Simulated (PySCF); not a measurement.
## Zr⁻ (zirconium, charge -1): UHF calculation

Configuration: [Kr] 4d3 5s2, high-spin 4F determinant. Calculation: PySCF 2.14, in def2-QZVPPD with the def2 core potential (28 electrons); a scalar-relativistic core potential.

```json
{
  "Total energy": "-46.428092 hartree",
  "One-electron energy": "-80.7070 hartree",
  "Hartree (Coulomb) energy": "39.8155 hartree",
  "Exchange energy": "-5.5367 hartree",
  "⟨S²⟩": "3.8318",
  "⟨L²⟩": "12.053",
  "Sum of ⟨r⟩": "28.23 bohr",
  "Sum of ⟨r²⟩": "96.64 bohr²"
}
```

| shell | electrons | mean orbital energy (hartree) | rms radius, mean of both spins (bohr) |
| --- | --- | --- | --- |
| 4s α | 1 | -2.29987 | 1.31 |
| 4s β | 1 | -2.20422 | 1.31 |
| 4p α | 3 | -1.30732 | 1.49 |
| 4p β | 3 | -1.17090 | 1.49 |
| 4d α | 3 | -0.06092 | 2.75 |
| 5s α | 1 | -0.03999 | 5.35 |
| 5s β | 1 | 0.01226 | 5.35 |

Energies and moments cover only the electrons outside the core potential. ⟨S²⟩ = 3.83 against 3.75 shows spin contamination. At UHF the highest occupied level has a positive energy, so only the finite basis holds that electron.
